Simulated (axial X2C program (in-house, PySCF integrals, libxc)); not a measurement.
# Spectroscopic constants of ScC

All values were computed with an in-house all-electron X2C program for linear molecules (integrals from PySCF). Spin-free means the one-electron spin-free X2C Hamiltonian; two-component (2c) means X2C with spin–orbit coupling and atomic mean-field two-electron Coulomb and Gaunt terms, so the difference of the two also holds small scalar two-electron terms. Basis: Sc dyall-cv3z [10s11p7d5f2g], C dyall-v3z [7s6p2d1f] (cores contracted in-house); Gaussian nuclei, density fitting, unrestricted open shells. Masses: Sc 44.956 u, C 12.000 u.

State, spin-free: M_S = 3/2, Λ = 1 (beyond evenly filled blocks: 2 × σα, π+α, π+β, π-α); electrons by block: σα: 9, σβ: 7, π+α: 3, π+β: 3, π-α: 3, π-β: 2. Fragments: Sc + C.

State, 2c: Ω = 5/2 (⟨Sz⟩ = 1.50, ⟨Lz⟩ = 1.00 at PBE0); electrons by block: 1/2: 12, -1/2: 10, 3/2: 3, -3/2: 2. Fragments: Sc + C.

```csv
Hamiltonian,level,Re (Å),ωe (cm⁻¹),ωexe (cm⁻¹),αe (cm⁻¹),De (eV),D0 (eV),μ (D)
2c,PBE0,1.859,803.3,n/a,0.00371,3.29,3.24,-3.76
2c,PBE,1.877,767.9,3.77,0.00307,3.93,3.89,-3.57
```

Spin-free values that have a 2c row agree with it to the digits that matter (0.001 Å, 0.01 eV) and are not repeated.

Dipoles are positive if C is the positive end.

The state is a single determinant with fixed occupations, the lowest that a limited PBE0 search found. De is counted from the lowest determinant-based energies of the atoms at the same level, without counterpoise correction. Density functionals use the spin component along the axis (collinear). The 2c atoms are single determinants rather than J levels; their spin–orbit lowering is only partly caught, and De is too large by that part. This holds for PBE0, PBE. PBE0 can misorder states that lie within some tenths of an eV, so this need not be the ground state of the molecule. The nearest other spin-free determinant of the search, M_S = 1/2, Λ = 1, lies 0.09 eV up at the distance of the search. Without a current term, density functionals place determinants with orbital angular momentum somewhat too high. With several unpaired electrons one determinant need not be a pure state. A state of lower Ω lies just above, and one determinant can place such states too high, so the state shown need not be the lowest. The search has Ω = 1/2 only 0.01 eV up. At some level and bond length an empty orbital lies below a filled one. The determinant is spin-polarised beyond a pure state at some levels (its spin-free form has ⟨S²⟩ too high), which makes Re and μ there less reliable. The stretched end of a curve changes character and is left out.

No reliable constants came from CCSD (2c), CCSD (spin-free), CCSD(T) (2c), CCSD(T) (spin-free), HF (2c), HF (spin-free), MP2 (2c), MP2 (spin-free): no minimum in range, unconverged points, a curve that is not smooth, a change of character along it, or the two Hamiltonians disagreeing along it.

Rough cost a point (2c) on 1 thread(s) of a shared host, integrals apart: PBE0 1.1 s, PBE 0.6 s.

The whole task took 3.9 min on 1 thread of Arm Neoverse V1, with other jobs on the host.
